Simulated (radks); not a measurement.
Results of a calculation; reference values are marked as such.
Task: These are the eigenvalues of the occupied orbitals of an atom or ion with whole-number occupations (hartree). Code: a radial shooting solver on a logarithmic mesh with Libxc functionals. Model: non-relativistic Kohn-Sham, LDA (Slater exchange, Perdew-Wang correlation), spin-polarised, spherical densities, point nucleus.

orbital  eigenvalue
1s up     -25.82206
1s down   -25.70058
2s up      -2.46793
2s down    -2.21799
2p up      -1.79738
5p up      -0.09138

Which element is it, and in what charge state? The configuration may be excited. Open shells, if any, are filled with parallel spins first.

Result: Z = 9, fluorine, charge +1: F+ in [He] 2s2 2p3 5p1. The list shows which subshells hold electrons but not how many an open one holds; the 1s level, -25.822 hartree, gives Z - s = 7.2 by -(Z - s)^2/2, which with screening narrows Z to a few neighbours, and the depths of the outer levels then fix element, charge and occupations together.
